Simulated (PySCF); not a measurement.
## Calculated data, B₂H₄NO, BH₅NOSi, B₂ClH₄Si, B₂H₄NSi

All values are calculated (PySCF 2.14.0). Calculation on a computer-drawn molecule: optimised geometry and harmonic frequencies of an isolated molecule of the commonest isotopes, restricted reference for singlets and unrestricted otherwise, frozen core in MP2.

Common to all runs: method HF.

```yaml
- entry: 1
  formula: B2H4NO
  start_structure:
    atoms_angstrom:
      - ["N", -0.3166, 1.757, 0.5282]
      - [B, 0.4966, 0.8385, 0.4948]
      - [B, 1.8762, -0.1707, 0.3002]
      - [O, 1.8466, -1.2908, 1.3655]
      - [H, -1.1392, 2.3258, 0.5692]
      - [H, 2.9517, 0.4952, 0.4548]
      - [H, 1.9444, -0.6746, -0.8062]
      - [H, 2.5709, -1.8295, 1.1993]
  given:
    charge: -1
    multiplicity: 1
    basis: aug-cc-pVDZ
    drawn_bonds_atom: [1, 2, 3, 1, 3, 3, 4]
    drawn_bonds_other_atom: [2, 3, 4, 5, 6, 7, 8]
    drawn_bonds_order: [2, 1, 1, 1, 1, 1, 1]
  results:
    optimised_atom_element: ["N", B, B, O, H, H, H, H]
    "optimised_atom_x [angstrom]": [-0.3841, 0.5688, 1.919, 1.823, -1.144, 2.967, 1.918, 2.563]
    "optimised_atom_y [angstrom]": [1.712, 0.8964, -0.1896, -1.278, 2.327, 0.4843, -0.6502, -1.85]
    "optimised_atom_z [angstrom]": [0.5208, 0.4622, 0.3189, 1.351, 0.5984, 0.4479, -0.8461, 1.252]
    "modes_frequency [cm^-1]": [185.0, 222.8, 229.7, 291.8, 326.2, 491.6, 651.5, 825.2, 904.4, 1036, 1052, 1258, 1263, 1914, 2202, 2265, 4118, 4198]
    "modes_reduced_mass [dalton]": [4.331, 1.303, 1.061, 1.224, 2.21, 6.673, 3.86, 1.824, 3.8, 1.135, 1.223, 1.088, 1.42, 7.952, 1.099, 1.051, 1.095, 1.066]
    "rotational_constants [GHz]": [31.36, 3.545, 3.27]
    "total_energy [hartree]": -181.0774
    "convergence_status_largest_gradient_component [hartree/bohr]": 7.881e-06
- entry: 2
  formula: BH5NOSi
  start_structure:
    atoms_angstrom:
      - [O, 1.1426, 3.4521, -1.3888]
      - [B, 0.8576, 2.4179, -0.883]
      - ["N", 0.4371, 1.3918, -0.368]
      - [Si, -1.2659, 0.8202, 0.1676]
      - [H, 1.4499, 4.331, -1.5873]
      - [H, 1.0407, 0.5443, -0.1026]
      - [H, -1.1192, 0.5699, 1.573]
      - [H, -2.0873, 2.038, -0.1184]
      - [H, -1.5694, -0.2371, -0.7286]
  given:
    charge: 1
    multiplicity: 1
    basis: "cc-pV(D+d)Z"
    drawn_bonds_atom: [1, 2, 3, 1, 3, 4, 4, 4]
    drawn_bonds_other_atom: [2, 3, 4, 5, 6, 7, 8, 9]
    drawn_bonds_order: [1, 1, 1, 1, 1, 1, 1, 1]
  results:
    optimised_atom_element: [O, B, "N", Si, H, H, H, H, H]
    "optimised_atom_x [angstrom]": [1.119, 0.8054, 0.4323, -1.26, 1.44, 1.157, -1.13, -2.042, -1.635]
    "optimised_atom_y [angstrom]": [3.472, 2.425, 1.311, 0.8628, 4.281, 0.6174, 0.6359, 2.057, -0.334]
    "optimised_atom_z [angstrom]": [-1.633, -0.9974, -0.3955, 0.187, -1.242, -0.2573, 1.628, -0.1569, -0.5692]
    "modes_frequency [cm^-1]": [112.1, 138.5, 327.0, 457.8, 477.6, 548.6, 615.5, 754.5, 796.2, 867.8, 1012, 1014, 1028, 1086, 1301, 2018, 2385, 2408, 2418, 3710, 4046]
    "modes_reduced_mass [dalton]": [1.233, 4.691, 1.17, 2.374, 6.532, 1.243, 2.236, 1.229, 1.81, 1.407, 1.052, 1.141, 1.06, 2.384, 1.577, 9.876, 1.023, 1.046, 1.056, 1.075, 1.069]
    "rotational_constants [GHz]": [25.49, 2.504, 2.356]
    "total_energy [hartree]": -445.7049
    "convergence_status_largest_gradient_component [hartree/bohr]": 1.064e-05
- entry: 3
  formula: B2ClH4Si
  start_structure:
    atoms_angstrom:
      - [B, -1.8926, -1.5241, -1.5403]
      - [Si, -0.5001, -0.4039, -0.8123]
      - [B, 1.4769, -0.6285, -0.9428]
      - [Cl, 2.319, -0.2149, -2.3445]
      - [H, -2.2983, -2.3734, -0.8062]
      - [H, -2.2732, -1.4519, -2.5902]
      - [H, -0.8588, 0.8559, -0.1912]
      - [H, 2.0696, -1.0546, 0.0342]
  given:
    charge: 1
    multiplicity: 1
    basis: "cc-pV(D+d)Z"
    drawn_bonds_atom: [1, 2, 3, 1, 1, 2, 3]
    drawn_bonds_other_atom: [2, 3, 4, 5, 6, 7, 8]
    drawn_bonds_order: [1, 1, 1, 1, 1, 1, 1]
  results:
    optimised_atom_element: [B, Si, B, Cl, H, H, H, H]
    "optimised_atom_x [angstrom]": [-1.925, -0.4727, 1.553, 2.296, -2.415, -2.241, -0.9134, 2.16]
    "optimised_atom_y [angstrom]": [-1.587, -0.3508, -0.6596, -0.09509, -2.367, -1.495, 0.936, -1.177]
    "optimised_atom_z [angstrom]": [-1.51, -0.807, -0.8846, -2.336, -0.7558, -2.654, -0.2393, -0.006687]
    "modes_frequency [cm^-1]": [59.5, 113.6, 165.4, 244.8, 412.2, 547.2, 609.0, 659.8, 716.1, 830.2, 904.5, 958.6, 1090, 1207, 2372, 2735, 2829, 2856]
    "modes_reduced_mass [dalton]": [3.654, 2.475, 2.752, 1.357, 1.121, 3.824, 1.439, 2.064, 1.69, 1.502, 3.082, 1.327, 1.488, 1.118, 1.042, 1.045, 1.094, 1.131]
    "rotational_constants [GHz]": [11.59, 1.82, 1.703]
    "total_energy [hartree]": -799.8431
    "convergence_status_largest_gradient_component [hartree/bohr]": 3.907e-05
- entry: 4
  formula: B2H4NSi
  start_structure:
    atoms_angstrom:
      - [B, -0.3147, 0.8187, 1.1771]
      - [Si, -1.3713, -0.4333, 0.202]
      - [B, -0.6905, -2.1271, 0.6707]
      - ["N", -0.1921, -3.1746, 0.9497]
      - [H, -0.0219, 1.2238, 2.2157]
      - [H, -1.2645, -0.2798, -1.3186]
      - [H, -2.8569, -0.4605, 0.3984]
      - [H, 0.1883, -4.106, 1.2563]
  given:
    charge: 0
    multiplicity: 2
    basis: "cc-pV(D+d)Z"
    drawn_bonds_atom: [1, 2, 3, 1, 2, 2, 4]
    drawn_bonds_other_atom: [2, 3, 4, 5, 6, 7, 8]
    drawn_bonds_order: [1, 1, 2, 1, 1, 1, 1]
  results:
    optimised_atom_element: [B, Si, B, "N", H, H, H, H]
    "optimised_atom_x [angstrom]": [-0.2045, -1.36, -0.6434, -0.1921, -0.2391, -1.252, -2.796, 0.164]
    "optimised_atom_y [angstrom]": [0.8966, -0.4313, -2.248, -3.347, 1.453, -0.249, -0.3781, -4.234]
    "optimised_atom_z [angstrom]": [1.148, 0.1653, 0.6442, 0.9571, 2.204, -1.3, 0.5345, 1.198]
    "modes_frequency [cm^-1]": [113.2, 195.3, 265.6, 354.4, 497.9, 531.2, 557.6, 560.3, 645.7, 685.7, 763.4, 830.2, 1032, 2075, 2291, 2313, 2778, 4081]
    "modes_reduced_mass [dalton]": [2.343, 1.517, 2.694, 4.832, 1.166, 6.552, 1.226, 1.238, 1.504, 5.414, 1.161, 1.194, 1.048, 7.713, 1.044, 1.037, 1.096, 1.103]
    "rotational_constants [GHz]": [13.85, 3.029, 2.573]
    "total_energy [hartree]": -395.0132
    spin_squared: 0.7575
    "convergence_status_largest_gradient_component [hartree/bohr]": 4.112e-05
```
